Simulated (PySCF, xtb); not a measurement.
In(F)(Et)(OH) (C2H6FInO), SMILES C[CH2][In]([F])[OH].

GFN2-xTB (xtb) at its own geometry gives an orbital gap of 3.06 eV and a dipole moment of 7.30 D.

Coordinates come from a B3LYP-D3(BJ)/def2-SVP optimisation. The structure was generated by enumeration; whether it is a known compound was not checked. The def2 effective core potentials stand for the cores of In; spin–orbit coupling is left out. The values are those of a single conformer.

Problem. What does M06-2X/def2-TZVP (PySCF) give? (The exact figures need the calculation; the answer reports its results.)

Solution. gap 8.49 eV (levels -9.28 and -0.78 eV), dipole 5.49 D.
